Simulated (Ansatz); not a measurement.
C$_{2}$H$_{8}$GeO$_{2}$ (`C[CH2][GeH]([OH])[OH]`), relaxed with RKS PBE0-D4/def2-TZVP in Ansatz from a GFN2-xTB geometry. The force threshold is 0.005 eV/Å; the program also tests the step.

Charge 0, multiplicity 1.

Start:

```xyz
13

C     1.645   -0.227   -0.395
C     0.371   -1.045   -0.237
Ge   -1.220    0.095    0.157
O    -1.447    1.255   -1.115
O    -0.996    1.145    1.557
H     2.490   -0.873   -0.625
H     1.530    0.492   -1.203
H     1.868    0.322    0.518
H     0.166   -1.594   -1.154
H     0.490   -1.783    0.557
H    -2.530   -0.661    0.349
H    -1.561    2.150   -0.799
H    -0.806    0.724    2.390
```

(1) By how much does the energy fall, and how many steps does the optimiser take? (An estimate is asked.)

(2) Which bonds change most? (An estimate is asked.)

(3) Give the relaxed structure. (An estimate is asked.)

Answers

(1) Ansatz gave: 2.44 kcal/mol, in 18 steps, 2 of them rejected.

(2) The calculation gave: C2–Ge3 from 1.997 to 1.936 Å; Ge3–O4 from 1.737 to 1.778 Å; Ge3–H11 from 1.525 to 1.547 Å; Ge3–O5 from 1.764 to 1.785 Å.

(3) Ansatz gave: 
```xyz
13

C     1.677   -0.243   -0.423
C     0.385   -1.039   -0.288
Ge   -1.109    0.078    0.230
O    -1.305    1.250   -1.093
O    -0.665    0.984    1.702
H     2.508   -0.891   -0.713
H     1.581    0.538   -1.180
H     1.944    0.242    0.518
H     0.119   -1.525   -1.231
H     0.483   -1.830    0.461
H    -2.454   -0.636    0.508
H    -1.785    2.037   -0.828
H    -1.380    1.035    2.338
```
